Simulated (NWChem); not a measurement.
System: SiHOF$_{3}$; SMILES F[Si](F)(F)O

The following NWChem deck was run.

```
start job
memory heap 200 mb stack 900 mb global 1100 mb
geometry units angstroms noautosym nocenter noautoz
  O      0.924398    -1.342275     0.005518
  Si    -0.005538    -0.017854    -0.000034
  F      0.254775     0.903707    -1.277954
  F     -1.524906    -0.486002    -0.009860
  F      0.238445     0.902969     1.281635
  H      1.881545    -1.256501     0.011519
end
basis spherical
  * library def2-svp
end
dft
  xc m06-2x
  iterations 150
end
cosmo
  do_cosmo_smd true
  solvent etoac
end
task dft energy
```

Output (shortened):

```
             Northwest Computational Chemistry Package (NWChem) 7.3.0
             --------------------------------------------------------

                             Geometry "geometry" -> ""
                             -------------------------

 Output coordinates in angstroms (scale by  1.889725989 to convert to a.u.)

  No.       Tag          Charge          X              Y              Z
 ---- ---------------- ---------- -------------- -------------- --------------
    1 O                    8.0000     0.92439800    -1.34227500     0.00551800
    2 Si                  14.0000    -0.00553800    -0.01785400    -0.00003400
    3 F                    9.0000     0.25477500     0.90370700    -1.27795400
    4 F                    9.0000    -1.52490600    -0.48600200    -0.00986000
    5 F                    9.0000     0.23844500     0.90296900     1.28163500
    6 H                    1.0000     1.88154500    -1.25650100     0.01151900

 Effective nuclear repulsion energy (a.u.)     267.3482696334

                                 NWChem DFT Module
                                 -----------------

 Summary of "ao basis" -> "ao basis" (spherical)
 ------------------------------------------------------------------------------
       Tag                 Description            Shells   Functions and Types
 ---------------- ------------------------------  ------  ---------------------
 O                          def2-svp                 6       14   3s2p1d
 Si                         def2-svp                 8       18   4s3p1d
 F                          def2-svp                 6       14   3s2p1d
 H                          def2-svp                 3        5   2s1p

 in cosmo_initialize ...
 calling solv_data for solv:etoac

 solvent parameters
 solvname_short: etoac
 solvname_long:  ethyl acetate
 dielec:        5.9867
 dielecinf:     1.8832
 nonaqueous SMD model solvent descriptors
 dielec:        5.9867
 sola:          0.0000
 solb:          0.4500
 solc:          0.0000
 solg:         33.6700
 solh:          0.0000
 soln:          1.3723

          ---------------
          -cosmo- solvent
          ---------------
 Cosmo: York-Karplus, doi: 10.1021/jp992097l
 dielectric constant -eps-     =   5.99
 screen = (eps-1)/(eps    )    =   0.83296
 surface charge correction     = lagrangian

   van der Waals surface
 --------------------------

 ---------- ATOMIC COORDINATES (A.U.) ------------ VDWR(ANG.) --
     1    1.74685892   -2.53653195    0.01042751     2.294
     2   -0.01046530   -0.03373917   -0.00006425     2.470
     3    0.48145494    1.70775860   -2.41498289     1.730
     4   -2.88165450   -0.91841061   -0.01863270     1.730
     5    0.45059571    1.70636399    2.42193897     1.730
     6    3.55560449   -2.37444259    0.02176775     1.200
 number of segments per atom =        128
 number of   points per atom =        128
 atom (   nspa,  nppa )
 ----------------------
    1 (     82,     0 )       0
    2 (     54,     0 )       0
    3 (     65,     0 )       0
    4 (     66,     0 )       0
    5 (     64,     0 )       0
    6 (      0,     0 )       0
 number of -cosmo- surface points =      331
 molecular surface =    115.657 angstrom**2
 molecular volume  =    106.065 angstrom**3
 -lineq- algorithm             =   0
 -bem- low  level              =   3
 -bem- from -octahedral-
 gaussian surface charge width =   4.50000
 degree of switching           =   1.00000
 switching function tolerance  =   0.00010
 atomic radii =
 --------------
    1  8.000  2.294
    2 14.000  2.470
    3  9.000  1.730
    4  9.000  1.730
    5  9.000  1.730
    6  1.000  1.200
 ...... end of -cosmo- initialization ......

 nat:                     6
 ixmem:                  2111
 calling mnsol_interface()
 G(SMD-CDS) energy (kcal/mol)  =    -0.138
 SMD-CDS SASA (angstrom**2)    =   115.881

[...]

                                COSMO-SMD solvation results
                                ---------------------------

             internal energy in gas <Psi(g)|H|Psi(g)> =      -664.560202105979
         internal energy in solvent <Psi(s)|H|Psi(s)> =      -664.559807270839
                               delta internal energy  =         0.000394835141 (    0.25 kcal/mol)
   total free energy in solvent <Psi(s)|H+V/2|Psi(s)> =      -664.566610141384
 polarization energy contribution <Psi(s)|V/2|Psi(s)> =        -0.006802870546 (   -4.27 kcal/mol)
    total free energy in solvent including G(SMD-CDS) =      -664.566829677310
                       G(SMD-CDS) energy contribution =        -0.000219535926 (   -0.14 kcal/mol)
     1 M fixed-concentration free energy of solvation =        -0.006627571331 (   -4.16 kcal/mol)

                       DFT Final Molecular Orbital Analysis
                       ------------------------------------

 Vector   23  Occ=2.000000D+00  E=-5.207347D-01
              MO Center= -2.5D-01,  5.1D-01, -1.5D-03, r^2= 2.6D+00
   Bfn.  Coefficient  Atom+Function         Bfn.  Coefficient  Atom+Function
  ----- ------------  ---------------      ----- ------------  ---------------
    52      0.359990  4 F  pz                64      0.262938  5 F  px
    36     -0.260085  3 F  px                55     -0.258973  4 F  pz
    38     -0.228481  3 F  pz                66     -0.225012  5 F  pz
    37     -0.214653  3 F  py                65      0.214754  5 F  py
    67     -0.188495  5 F  px                39      0.186467  3 F  px

 Vector   24  Occ=2.000000D+00  E=-4.734503D-01
              MO Center=  7.8D-01, -1.1D+00,  4.7D-03, r^2= 1.5D+00
   Bfn.  Coefficient  Atom+Function         Bfn.  Coefficient  Atom+Function
  ----- ------------  ---------------      ----- ------------  ---------------
     5      0.533445  1 O  py                 8      0.370127  1 O  py
     3     -0.175023  1 O  s                  4      0.145294  1 O  px
     2     -0.141227  1 O  s                 36      0.121871  3 F  px
    64      0.122458  5 F  px                37     -0.119249  3 F  py
    65     -0.119180  5 F  py                 7      0.104546  1 O  px

 Vector   25  Occ=2.000000D+00  E=-4.450181D-01
              MO Center=  8.3D-01, -1.1D+00,  5.0D-03, r^2= 1.2D+00
   Bfn.  Coefficient  Atom+Function         Bfn.  Coefficient  Atom+Function
  ----- ------------  ---------------      ----- ------------  ---------------
     6      0.595252  1 O  pz                 9      0.447282  1 O  pz
    37      0.130588  3 F  py                65     -0.130601  5 F  py
    40     -0.095925  3 F  py                68      0.095939  5 F  py
    27      0.071399  2 Si pz                29     -0.070073  2 Si d -1
    52      0.067071  4 F  pz                36     -0.057504  3 F  px

 Vector   26  Occ=0.000000D+00  E= 6.073725D-02
              MO Center=  7.8D-01, -4.3D-01,  4.9D-03, r^2= 4.4D+00
   Bfn.  Coefficient  Atom+Function         Bfn.  Coefficient  Atom+Function
  ----- ------------  ---------------      ----- ------------  ---------------
    18      1.246897  2 Si s                  3     -0.735329  1 O  s
    76      0.654684  6 H  s                 35     -0.299564  3 F  s
    63     -0.299624  5 F  s                 49     -0.297248  4 F  s
    16      0.175409  2 Si s                  2     -0.174306  1 O  s
     8     -0.150671  1 O  py                 7     -0.135193  1 O  px

 Vector   27  Occ=0.000000D+00  E= 1.299376D-01
              MO Center=  6.5D-01, -2.3D-01,  4.1D-03, r^2= 5.6D+00
   Bfn.  Coefficient  Atom+Function         Bfn.  Coefficient  Atom+Function
  ----- ------------  ---------------      ----- ------------  ---------------
    18      1.124109  2 Si s                 76     -1.056383  6 H  s
     3      0.574066  1 O  s                  7      0.353235  1 O  px
    49     -0.354130  4 F  s                 25     -0.349750  2 Si px
    26      0.330679  2 Si py                35     -0.301596  3 F  s
    63     -0.301688  5 F  s                  4      0.209476  1 O  px

 Vector   28  Occ=0.000000D+00  E= 1.540611D-01
              MO Center=  4.1D-01, -1.5D-02,  2.8D-03, r^2= 3.3D+00
   Bfn.  Coefficient  Atom+Function         Bfn.  Coefficient  Atom+Function
  ----- ------------  ---------------      ----- ------------  ---------------
    25      0.996057  2 Si px                26      0.689130  2 Si py
    49      0.468467  4 F  s                 35     -0.270256  3 F  s
    63     -0.269784  5 F  s                 76     -0.260687  6 H  s
    22      0.217010  2 Si px                 3      0.186963  1 O  s
    75     -0.180446  6 H  s                 23      0.174925  2 Si py

     Multipole analysis of the density
     ---------------------------------

     L   x y z        total         alpha         beta         nuclear
     -   - - -        -----         -----         ----         -------
     0   0 0 0     -0.000000    -25.000000    -25.000000     50.000000

     1   1 0 0      0.995967      0.579220      0.579220     -0.162473
     1   0 1 0     -0.243759      0.216940      0.216940     -0.677639
     1   0 0 1      0.006144      0.003473      0.003473     -0.000801

     2   2 0 0    -20.594545    -68.149721    -68.149721    115.704897
     2   1 1 0     -2.180612      1.783025      1.783025     -5.746663
     2   1 0 1      0.030880     -0.016488     -0.016488      0.063856
     2   0 2 0    -25.692023    -71.431126    -71.431126    117.170229
     2   0 1 1     -0.013654      0.009536      0.009536     -0.032727
     2   0 0 2    -25.597052    -65.441448    -65.441448    105.285845
```

Level: M06-2X/def2-SVP, SMD on the gas-phase geometry. Structure relaxed at the PBE0/def2-SVP level. Solvent: ethyl acetate.
